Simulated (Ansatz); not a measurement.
Program: Ansatz. Geometries: PBE0-D4/def2-TZVP. ΔE: electronic, gas phase. CCSD(T)/CBS is the MP2 limit (def2-TZVPP, def2-QZVPP) plus CCSD(T) − MP2 in def2-TZVPP, frozen cores. Functionals use def2-TZVPP. B3LYP here is the variant with VWN-RPA as its local correlation; programs differ in this. For Ge outer-core shells are correlated without core-valence functions, which leaves a few kJ/mol of doubt a bond. Scalar relativity is left out up to krypton. Each species was taken in one conformer, which may not be the lowest.

`N[CH]([SiH3])[GeH3]` + `CC(=N)Cl` → `C/C(Cl)=N\[SiH3]` + `N[CH2][GeH3]`  (ligand exchange at the Si–C bond)

`N[CH]([SiH3])[GeH3]`:

```xyz
13

N    -0.336    0.307    1.580
C     0.225    0.412    0.236
Si    1.281   -1.100   -0.127
Ge   -1.262    0.525   -1.054
H    -0.903    1.112    1.817
H     0.390    0.229    2.283
H     0.848    1.305    0.064
H     0.452   -2.331   -0.178
H     2.302   -1.259    0.949
H     1.982   -0.920   -1.427
H    -2.207    1.653   -0.591
H    -2.043   -0.796   -1.098
H    -0.727    0.864   -2.456
```

`CC(=N)Cl`:

Z-matrix (Å, degrees):
```
C
C 1 1.486
H 1 1.089 2 109.2
H 1 1.092 2 110.1 3 -120.9
H 1 1.092 2 110.0 3 120.9
N 2 1.247 1 124.6 3 -0.2
Cl 2 1.776 1 112.6 3 179.8
H 6 1.017 2 113.3 1 -180.0
```

`C/C(Cl)=N\[SiH3]`:

Cartesian coordinates in Å:
```
C 0.166 -1.390 -0.750
C -0.517 -0.822 0.450
Cl -1.427 -2.087 1.312
N -0.536 0.330 0.898
Si 0.183 1.818 0.398
H 0.720 -0.614 -1.279
H 0.848 -2.185 -0.442
H -0.572 -1.838 -1.417
H -0.917 2.786 0.174
H 0.999 1.719 -0.848
H 1.053 2.282 1.504
```

`N[CH2][GeH3]`:

Z-matrix (Å, degrees):
```
C
Ge 1 1.966
N 1 1.455 2 109.9
H 1 1.093 2 106.8 3 118.0
H 1 1.100 2 108.8 3 -126.9
H 2 1.540 1 110.4 3 173.0
H 2 1.542 1 108.9 3 53.8
H 2 1.536 1 110.6 3 -65.7
H 3 1.013 1 111.1 2 176.9
H 3 1.012 1 111.0 2 -64.1
```

```tsv
level	ΔE (kcal/mol)	difference from CCSD(T)/CBS
PBE-D4	-7.7	0.5
PBE0-D4	-8.3	-0.1
B3LYP-D4	-10.0	-1.8
ωB97X-V	-8.7	-0.5
B2PLYP	-10.2	-2.0
PBE	-8.2	0.0
r2SCAN	-9.0	-0.8
PBE0	-8.7	-0.5
B3LYP	-10.9	-2.7
MP2/def2-TZVPP	-8.8	-0.6
SCS-MP2/def2-TZVPP	-9.3	-1.1
HF/def2-QZVPP	-12.9	-4.7
MP2/def2-QZVPP	-9.0	-0.8
HF/CBS(def2)	-13.0	-4.8
MP2/CBS(def2)	-9.0	-0.8
CCSD/CBS(def2)	-8.7	-0.5
CCSD(T)/CBS	-8.2	0
```

Largest T1 diagnostic among the species: 0.012.

In def2-TZVPP, CCSD(T) changes the Hartree–Fock value by +4.5 kcal/mol (the triples alone add +0.5 kcal/mol) and MP2 by +3.7 kcal/mol. The D4 term adds +0.9 kcal/mol with B3LYP and +0.4 kcal/mol with PBE0; it sums over pairs of atoms, weighted by their polarisabilities, and B3LYP, whose exchange is more repulsive, gets the larger term.
